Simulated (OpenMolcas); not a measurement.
Tm2+ with 7 ligands (fluoride) in pentagonal bipyramidal coordination (D5h). The axial distance is 0.93 times the equatorial one, R.

```yaml
Program: OpenMolcas 26.06
Method: CASSCF
Basis: ANO-RCC-VDZP [7s6p4d2f1g]
Scalar_Hamiltonian: DKH2, point nucleus
Active_space: 13 electrons in 7 orbitals (4f)
State_averaging: 2S+1 = 2 odd, 7 roots
Spin-orbit_coupling: state interaction with AMFI integrals over the reference wave functions
```

All ligands move together. At R = 2.4 Å the width of the lowest J multiplet is 329 cm-1, and at R = 2.53 Å it is 249 cm-1.

**Question.** A third run gives 361 cm-1. What distance was it run at?

**Answer.** With a power law R^-n the two known points give n = -ln(249 / 329) / ln(2.53 / 2.4) = 5.28. Then R = 2.4 × (329 / 361)^(1/5.28) = 2.358 Å. The run was at 2.36 Å, so the estimate is off by -0.002 Å.

Without dynamic correlation the ligand-field splitting of an f shell can come out too small, at times by half. No measured value stands beside these numbers; the geometry was imposed, not optimised, and the real ion may take another.
